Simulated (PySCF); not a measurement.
A structure optimised at PBE-D3(BJ)/def2-SVP, used in a PySCF frequency run:

```
C
C 1 1.3697
H 1 1.1032 2 117.70
H 2 1.1039 1 118.52 3 0.00
C 2 1.4181 4 116.27 1 180.00
C 5 1.2284 4 150.92 2 180.00
H 6 1.0807 4 161.66 2 180.00
C 1 1.4480 3 117.13 2 180.00
C 8 1.3549 1 123.91 3 0.00
H 9 1.1002 8 121.57 1 180.00
H 9 1.1027 10 117.19 8 180.00
H 8 1.1041 9 119.69 10 0.00
```
Charge 0, spin multiplicity 1.

Q: Write its SMILES, formula and point group.

A: C#C/C=C\C=C, C6H6, Cs

Q: What are its rotational constants (standard atomic weights)?

A: 9.7685, 1.9190, 1.6039 GHz
